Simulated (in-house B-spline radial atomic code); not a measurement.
## Ionising the technetium ion Tc⁶⁺ with different functionals

Computed with a radial B-spline atomic code at the basis-set limit: non-relativistic Hamiltonian, point nucleus, spin-polarised at highest spin, spherical fractional occupations for the functionals, and exact exchange of hybrids averaged over the configuration. The ionisation energy is the difference of two self-consistent energies, [Kr] 4d1 → [Ar] 3d10 4s2 4p6, without Breit or QED terms; ε is the level of the shell that loses the electron (its least bound occupied spin orbital). There is no spin-orbit coupling in this Hamiltonian.

| method | rung | ΔSCF (eV) | -ε(4d) (eV) |
| --- | --- | --- | --- |
| PBE0 | global hybrid | 89.74 | 83.73 |
| B3LYP | global hybrid | 89.78 | 83.30 |
| TPSSh | global hybrid | 89.59 | 82.28 |
| M06-2X | global hybrid | 89.88 | 86.25 |
| BHandHLYP | global hybrid | 89.59 | 85.72 |
| r2SCAN0 | global hybrid | 89.35 | 83.49 |
| B97-1 | global hybrid | 89.69 | 83.28 |
| HSE06 | range-separated hybrid | 89.70 | 83.27 |
| wB97X | range-separated hybrid | 89.49 | 86.16 |
| CAM-B3LYP | range-separated hybrid | 89.76 | 85.24 |
| LC-wPBE | range-separated hybrid | 89.83 | 86.75 |

**Question.** Among the functionals, which spreads more, the ΔSCF values or the orbital energies?

**Answer.** The orbital energies: ΔSCF values span about 0.54 eV and the orbital energies 4.47 eV; here energy differences depend much less on the functional than eigenvalues do.

**Question.** How do they compare with the NIST value?

**Answer.** NIST lists 88 eV ± 2 (tabulated theory, ground level to ground level). Errors run from +1.35 to +1.88 eV; all lie within about twice that uncertainty, so the table can't rank the methods.
